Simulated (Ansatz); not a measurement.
`FB1[SiH2][SiH2]1`. Total charge 0; spin multiplicity 1.

| atom | x (Å) | y (Å) | z (Å) |
| --- | --- | --- | --- |
| F1 | -0.588 | -1.786 | 1.677 |
| B2 | -0.035 | -1.021 | 0.760 |
| Si3 | 0.583 | 0.851 | 0.697 |
| Si4 | -0.561 | -0.400 | -1.037 |
| H5 | 1.837 | 1.145 | -0.039 |
| H6 | 0.209 | 1.942 | 1.637 |
| H7 | 0.488 | -0.328 | -2.084 |
| H8 | -1.933 | -0.404 | -1.610 |

Q: List the harmonic frequencies (cm⁻¹, unscaled) at PBE0-D4/def2-TZVP in Ansatz. (Estimate.)

A: Computed: 94, 162, 310, 313, 388, 480, 545, 574, 580, 625, 705, 885, 909, 1354, 2209, 2212, 2239, 2249.

Q: Is this a minimum?

A: Yes, all 18 modes are real.

Q: Give the ideal-gas thermochemistry at 298.15 K and 1 bar (rigid rotor, harmonic oscillator; point group Cs, symmetry number 1).

A: Zero-point energy 100.7 kJ/mol; H(298) − E = 120.2 kJ/mol; entropy 330.2 J/(mol·K), of which translation 165.0, rotation 110.5, vibration 54.7; G(298) − E = 21.8 kJ/mol. Modes under 100 cm⁻¹ are hindered rotations or soft bends, so the harmonic entropy is rough.
